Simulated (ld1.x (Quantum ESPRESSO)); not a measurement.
Scattering properties, PAW potential for boron (B)

* Element: boron (B)
* Generator: ld1.x (Quantum ESPRESSO) 7.5
* Type: PAW
* Functional: PBEsol
* Relativity: scalar-relativistic
* Frozen core: [He]
* Valence charge: 3
* Reference configuration: 2s2 2p1
* Partial waves: 2s (bound): rcut 1.50, rcutus 1.85 bohr; 2s channel at 0.4 Ry: rcut 1.50, rcutus 1.85 bohr; 2p (bound): rcut 3.40, rcutus 4.25 bohr; 2p channel at 0.17 Ry: rcut 3.40, rcutus 4.25 bohr
* Local potential: all-electron potential smoothed inside 2.80 bohr (lloc = -1)
* Core correction: a·sin(br)/r model core, default radius (core density twice the valence density)
* Augmentation charge: PSQ, inside the norm-conserving radii

The phase is arctan(r·u′/u) with u = r·R(r), unwrapped; energies in Ry, scanned from -3 to 5 Ry. A pole is an energy at which the radial function vanishes at the test radius. The pseudo phase is shifted by a multiple of π to meet the all-electron one at the reference energy, and phase errors are pseudo minus all-electron; the curves can meet again beyond the range given. Levels narrower than the energy grid can be missing from the lists of poles.

```tsv
channel	radius (bohr)	reference energy (Ry)	poles, all-electron	poles, pseudo	unbroken range about the reference energy with phases within 0.05 rad	phase error 1 Ry above the reference energy (rad)
s	4.58	-0.69	-0.66, 1.10, 3.81	-0.66, 1.10, 3.66	below 2.1	+0.000
p	4.58	-0.26	-0.20, 1.28, 3.73	-0.20, 0.99, 4.37	below 0.4	-0.112
```

Phases in the s channel:

```tsv
E (Ry)	all-electron	pseudo
-3.00	1.441	1.441
-2.52	1.428	1.428
-2.04	1.410	1.410
-1.56	1.383	1.383
-1.08	1.327	1.327
-0.60	-1.718	-1.718
-0.12	-2.023	-2.023
0.36	-3.862	-3.862
0.84	-4.617	-4.617
1.32	-4.769	-4.770
1.80	-4.924	-4.929
2.28	-5.968	-6.145
2.76	-7.622	-7.648
3.24	-7.779	-7.794
3.72	-7.844	-7.861
4.20	-7.894	-7.926
4.68	-7.955	-8.066
```
